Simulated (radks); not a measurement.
The numbers below are computed, except where a source is named.
Species: Bi V. Configuration: [Xe] 4f14 5d10 6s1.

Level of theory: Dirac Kohn-Sham, HCTH/407, spin-unpolarised, spherical densities, point nucleus (a radial shooting solver on a logarithmic mesh with Libxc functionals).

Energy parts (eV):
part                       energy
total                  -587494.60
kinetic                 687158.56
electron-nucleus      -1486357.91
Hartree                 222856.48
exchange-correlation    -11151.73

Orbitals (lengths in bohr, moments of r in powers of bohr; r(max) is where P^2 peaks):
orbital,occ.,eigenvalue (eV),<r^2>,r(max),<1/r>
1s1/2,2,-90543.60,0.0003462,0.009654,103.4
2s1/2,2,-16300.26,0.005186,0.05641,25.61
2p1/2,2,-15665.14,0.003642,0.04118,25.54
2p3/2,4,-13345.29,0.004821,0.04902,20.25
3s1/2,2,-3968.512,0.03358,0.1587,9.386
3p1/2,2,-3681.409,0.03047,0.1478,9.294
3p3/2,4,-3161.615,0.03678,0.1635,7.905
3d3/2,4,-2691.450,0.02798,0.1268,7.809
3d5/2,6,-2581.074,0.02968,0.1311,7.502
4s1/2,2,-943.9904,0.1603,0.3562,3.993
4p1/2,2,-819.0587,0.1622,0.3534,3.883
4p3/2,4,-690.6791,0.1930,0.3854,3.402
4d3/2,4,-487.4729,0.1993,0.3759,3.210
4d5/2,6,-463.4599,0.2098,0.3855,3.102
5s1/2,2,-199.6082,0.7715,0.7707,1.674
4f5/2,6,-199.1739,0.2274,0.3390,2.774
4f7/2,8,-193.6337,0.2338,0.3435,2.733
5p1/2,2,-156.1650,0.8769,0.8059,1.553
5p3/2,4,-131.2660,1.060,0.8818,1.378
5d3/2,4,-70.1630,1.586,1.010,1.114
5d5/2,6,-66.9989,1.686,1.039,1.076
6s1/2,1,-50.9867,4.238,1.768,0.6666

The highest occupied level is 6s1/2 at -50.987 eV. The density falls to 0.001 e/bohr^3 at r = 3.20 bohr.
